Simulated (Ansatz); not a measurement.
H4AlBN, SMILES `[BH2][Al-][NH2]` (singlet; the order of the spin states depends on the level) (charge -1, multiplicity 1). This singlet lies 0.18 eV below the relaxed triplet at the level B3LYP/aug-cc-pVTZ // PBE0-D3(BJ)/def2-TZVPD (Ansatz, an electronic-structure program); other levels give the other order.

Cartesian coordinates (Å):
SMILES: [NH2][Al-][BH2]
```xyz
7

B     -1.6892     0.3174     0.0526
Al     0.0634    -0.5880    -0.5309
N      1.7612    -0.2316     0.0343
H     -2.2641     1.0511    -0.7332
H     -2.4674    -0.3067     0.7538
H      2.0126     0.4710     0.7138
H      2.5835    -0.7132    -0.2903
```
Charge -1, spin multiplicity 1.

The restricted HF start is unstable towards unrestricted orbitals.

Question: Give the natural occupations of the active orbitals, the CASSCF energy and the corrected energy for Ansatz with frozen-core fic-MRCISD+Q@CASSCF(2e,2o)/aug-cc-pVTZ // PBE0-D3(BJ)/def2-TZVPD.

Answer: 
```yaml
natural_occupations: 1.82, 0.18
CASSCF energy: -323.3986 Ha
corrected_energy: -323.8435 Ha
weight_of_the_reference: 0.877
```
